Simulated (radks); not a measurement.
Ionisation of the krypton ion Kr+, [Ar] 3d10 4s2 4p5, to [Ar] 3d10 4s2 4p4 as the strength of local exchange is varied. All-electron calculation, scalar-relativistic Kohn-Sham, Slater X-alpha exchange (alpha = 2/3 is LDA exchange), no correlation, spin-unpolarised, spherical densities, point nucleus. Program: a radial shooting solver on a logarithmic mesh with Libxc functionals.

| alpha | E(Kr+) (hartree) | exchange (hartree) | IE (eV) | -e of the level emptied (eV) | <r> of it (bohr) |
|---|---|---|---|---|---|
| 0.609 | -2775.35868 | -81.40951 | 23.066 | 17.524 (4p) | 1.861 |
| 0.667 | -2783.13133 | -89.40083 | 23.924 | 18.326 (4p) | 1.840 |
| 0.781 | -2798.46899 | -105.22807 | 25.655 | 19.948 (4p) | 1.801 |
| 0.786 | -2799.14352 | -105.92589 | 25.732 | 20.021 (4p) | 1.800 |
| 1.034 | -2832.79342 | -140.92139 | 29.697 | 23.768 (4p) | 1.722 |
| 1.038 | -2833.33926 | -141.49199 | 29.764 | 23.831 (4p) | 1.721 |

NIST Atomic Spectra Database: 24.360 eV (measured). The Delta-SCF value meets it near alpha = 0.70. Spin polarisation and multiplet splitting are left out, so open shells lie too high by an amount that depends on their filling.

Beside tabulated values, note that spin-unpolarised runs miss the spin-polarisation part of the exchange energy of open shells.
